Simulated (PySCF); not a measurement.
## How methods differ on the ionisation energy of Ne²⁺

Ne²⁺ [He] 2s2 2p4 (3P) → Ne³⁺ [He] 2s2 2p3 (4S), as a difference of total energies. Calculation: PySCF 2.14, in x2c-TZVPPall with one added diffuse shell each of s, p, d type (6s4p3d1f, 40 functions); the spin-free X2C one-electron Hamiltonian (Gaussian nucleus). Correlated levels: valence: 1s2 frozen. The calculations carry no spin-orbit coupling.

```csv
method,ionisation energy (eV),plus first-order spin-orbit estimate,error of that sum (eV)
UHF,61.848,61.886,-1.537
MP2 (valence),63.005,63.043,-0.380
SCS-MP2 (valence),63.096,63.134,-0.289
CCSD (valence),63.044,63.082,-0.341
CCSD(T) (valence),63.059,63.097,-0.326
```

Reference: 63.423 eV (measured; NIST Atomic Spectra Database, ionization energies).

A first-order spin-orbit estimate (lowest level to lowest level, LS coupling) adds 0.038 eV.

Errors of the correlated levels include the incompleteness of this basis and the frozen core.
